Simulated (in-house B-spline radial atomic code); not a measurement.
How numerical settings move a run on Eu IV (Eu3+), [Xe] 4f6. Computed with an all-electron radial atomic-structure program (B-spline basis): Dirac-Kohn-Sham BLYP, spherical fractional occupations, Fermi nucleus of rms radius 5.1115 fm.

Command:
```bash
python run_scf.py task.json out
```
Settings of the sound reference run:
```
Z                63
electrons        60
configuration    [Xe] 4f6
hamiltonian      dirac
method           b88,lyp
spin_polarised   False
nucleus          fermi
rms_radius       5.1115
mass_number      153
atomic_mass      152.9212
speed_of_light   137.036
knot_spacing     0.22
spline_order     8
gauss_points     12
box_radius       16.22
max_iterations   70
damping          0.5
damped_steps     3
diis_vectors     10
tolerance        1e-08
start            Thomas-Fermi
```

Cost of the run: 1.8 s on 1 thread of Intel(R) Xeon(R) Platinum 8375C CPU @ 2.90GHz (shared host).

It converges in 10 iterations to -10850.675247 hartree, with 4f7/2 at -32.587 eV. The other runs change the listed settings, some to values that make no sense; their results aren't properties of the atom or ion. Radii are in bohr (the nuclear one in fm), a minus after a letter asks for a j subshell, and «unchanged» means within 1e-8 hartree. The run stops when the residual is below 10 × tolerance × max(1, Z/10), or a noise floor if that is larger, and the energy moves by less than 1e-8 × √|E| hartree; so very loose and very tight tolerances often act alike.

```tsv
changed settings	outcome
knot_spacing = 0.4, gauss_points = 16, max_iterations = 100, damped_steps = 8, tolerance = 0.0001	converged in 11 iterations, energy +6.94e-03 hartree from the reference, 4f7/2 level +2.8e-04 eV
spline_order = 3	converged in 10 iterations, energy +3.78e-01 hartree from the reference, 4f7/2 level -7.6e-02 eV
gauss_points = 3	converged in 10 iterations, energy +1.02e-03 hartree from the reference, 4f7/2 level -9.9e-05 eV
max_iterations = 60, damping = 0.2, damped_steps = 30, diis_vectors = 1	not converged after 60 iterations, last residual 2.1e+00, last energy +7.59e+01 hartree from the reference
gauss_points = 4	converged in 10 iterations, energy +4.52e-06 hartree from the reference, 4f7/2 level -5.2e-07 eV
spline_order = 6	converged in 10 iterations, energy +1.29e-05 hartree from the reference, 4f7/2 level -1.2e-05 eV
spline_order = 10, first_knot = 0.00476, max_iterations = 50, damped_steps = 1	converged in 10 iterations, energy -4.88e-01 hartree from the reference, 4f7/2 level -4.3e-05 eV
gauss_points = 6, box_radius = 1.62, first_knot = 1.59e-05, max_iterations = 60, damping = 0.2	converged in 7 iterations, energy +2.49e+01 hartree from the reference, 4f7/2 level +7.5e+01 eV (the program warns: 4f7/2 has a positive eigenvalue: unbound, held by the box; 5s1/2 has a positive eigenvalue: unbound, held by the box)
spline_order = 5	converged in 10 iterations, energy +2.58e-04 hartree from the reference, 4f7/2 level -7.8e-05 eV
electrons = 61, configuration = [Xe] 4f6 3f1, max_iterations = 75	stopped with error: there is no 3f shell
tolerance = 1e-13	converged in 10 iterations, energy unchanged
spline_order = 4	converged in 10 iterations, energy +7.41e-03 hartree from the reference, 4f7/2 level -2.1e-03 eV
```

(1) What happens with spline_order = 10?

(2) What happens with spline_order = 7?

(3) What happens with tolerance = 1e-06?

(4) What happens with knot_spacing = 1, spline_order = 6, max_iterations = 8, damped_steps = 30?

Answers

(1) Converged in 10 iterations, energy -5.31e-06 hartree from the reference, 4f7/2 level +4.0e-06 eV.

(2) Converged in 10 iterations, energy -5.12e-06 hartree from the reference, 4f7/2 level +1.7e-06 eV.

(3) Converged in 9 iterations, energy unchanged, 4f7/2 level +6.6e-05 eV.

(4) Not converged after 8 iterations, last residual 3.3e-03, last energy +8.08e+01 hartree from the reference.
